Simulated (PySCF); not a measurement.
Be(Br)(iPr), SMILES [CH](C)(C)[Be][Br] (C3H7BeBr), CAM-B3LYP/def2-SVP optimised geometry.

```
12

Be    -0.71     0.06     0.00
Br    -2.67     0.08    -0.02
C      0.97     0.06     0.00
C      1.57    -1.35     0.01
C      1.57     0.93     1.12
H      1.25     0.54    -0.96
H      2.67    -1.31    -0.06
H      1.33    -1.89     0.94
H      1.22    -1.97    -0.83
H      1.21     1.97     1.10
H      2.67     0.96     1.05
H      1.33     0.52     2.12
```

Density from CAM-B3LYP/def2-TZVP (PySCF) at that geometry.

Minimum of the electron density along straight lines between bonded atoms, close to the bond critical point (lines longer than 1.1 times the sum of covalent radii, or with two minima, are not listed):

```
bond     length / Å  ρ at the minimum / e bohr⁻³  ∇²ρ there / e bohr⁻⁵  position (fraction from the first atom)
-------  ----------  ---------------------------  --------------------  ---------------------------------------
Be1–Br2       1.961                        0.077                  0.26                                     0.30
Be1–C3        1.680                        0.106                  0.34                                     0.33
C3–C4         1.538                        0.238                 -0.57                                     0.49
C3–C5         1.538                        0.238                 -0.57                                     0.49
C3–H6         1.109                        0.264                 -0.85                                     0.63
C4–H7         1.104                        0.271                 -0.91                                     0.64
C4–H8         1.103                        0.272                 -0.91                                     0.64
C4–H9         1.102                        0.272                 -0.92                                     0.64
C5–H10        1.102                        0.272                 -0.92                                     0.64
C5–H11        1.104                        0.271                 -0.91                                     0.64
C5–H12        1.103                        0.272                 -0.91                                     0.64
```
